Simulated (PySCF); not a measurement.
First SCF of a structure search on quartet CrS(OH), at a hand-made PBE minimum (heavy-atom frame) geometry. PySCF input:

```python
from pyscf import gto, scf, dft
mol = gto.M(atom='''
Cr     0.304390     0.000000     0.318170
S     -0.383230     0.000000    -1.602600
O     -0.160350     0.000000     2.011590
H     -0.989660     0.000000     2.522590''',
    basis={'Cr': 'def2-TZVP', 'S': 'def2-TZVP', 'O': 'def2-TZVP', 'H': 'def2-TZVP'},
    charge=0, spin=3)
mf = dft.UKS(mol, xc='PBE')
mf.grids.atom_grid = (50, 194)
aux = {'Cr': 'def2-universal-JKFIT', 'S': 'def2-universal-JKFIT', 'O': 'def2-universal-JKFIT', 'H': 'def2-universal-JKFIT'}
mf = mf.density_fit(auxbasis=aux)
mf.conv_tol = 1e-08
mf.diis_space = 10
mf.max_cycle = 60
mf.init_guess = 'minao'
mf.verbose = 4
mf.kernel()
```

Excerpt of the output (cycles alone):

```
init E= -1518.066414599
cycle= 1 E= -1516.05203229222  delta_E= 2.01  |g|= 2.58  |ddm|= 1.88
cycle= 2 E= -1486.50670533677  delta_E= 29.5  |g|= 6.73  |ddm|= 11.3
cycle= 3 E= -1512.5005478092  delta_E=  -26  |g|= 2.91  |ddm|= 11.5
cycle= 4 E= -1504.6969262002  delta_E=  7.8  |g|= 5.14  |ddm|= 5.04
cycle= 5 E= -1508.38252650989  delta_E= -3.69  |g|= 4.89  |ddm|= 1.49
cycle= 6 E= -1508.55249705111  delta_E= -0.17  |g|= 4.89  |ddm|= 0.0533
cycle= 7 E= -1508.50776429792  delta_E= 0.0447  |g|=  4.9  |ddm|= 0.00799
cycle= 8 E= -1509.21325051789  delta_E= -0.705  |g|= 4.92  |ddm|= 0.284
cycle= 9 E= -1511.37282978262  delta_E= -2.16  |g|= 4.64  |ddm|= 0.611
cycle= 10 E= -1511.39476224184  delta_E= -0.0219  |g|= 4.64  |ddm|= 0.0282
cycle= 11 E= -1514.92749235874  delta_E= -3.53  |g|= 3.16  |ddm|= 0.898
cycle= 12 E= -1508.38577570905  delta_E= 6.54  |g|= 4.97  |ddm|= 2.12
cycle= 13 E= -1513.31912040015  delta_E= -4.93  |g|= 3.98  |ddm|= 1.45
... 18 lines left out ...
cycle= 32 E= -1518.11626922859  delta_E= -0.0263  |g|= 0.0971  |ddm|= 0.211
cycle= 33 E= -1518.12005758618  delta_E= -0.00379  |g|= 0.0215  |ddm|= 0.0491
cycle= 34 E= -1518.12026356122  delta_E= -0.000206  |g|= 0.00557  |ddm|= 0.0171
cycle= 35 E= -1518.12028254658  delta_E= -1.9e-05  |g|= 0.0012  |ddm|= 0.00545
cycle= 36 E= -1518.12028336766  delta_E= -8.21e-07  |g|= 0.00129  |ddm|= 0.00254
cycle= 37 E= -1518.12028441872  delta_E= -1.05e-06  |g|= 0.000397  |ddm|= 0.00181
cycle= 38 E= -1518.12028449477  delta_E= -7.6e-08  |g|= 0.000127  |ddm|= 0.000444
cycle= 39 E= -1518.12028450192  delta_E= -7.15e-09  |g|= 1.02e-05  |ddm|= 0.00011
Extra cycle  E= -1518.12028450152  delta_E= 4.06e-10  |g|= 3.23e-05  |ddm|= 2.62e-05
converged SCF energy = -1518.12028450152  <S^2> = 3.9405778  2S+1 = 4.0941801
```

No lower solution of this spin was found from smeared starts or by a stability analysis within the unrestricted form.

Open d and f shells are described by one determinant, and the ground state may have another occupation or spin.

The search for the lowest solution, 3 starts and the stability check together, took 75 s on 4 threads of a shared Intel Xeon @ 2.50GHz (Skylake/Cascade Lake) host, with 119 basis functions; the process peaked at 0.51 GiB.
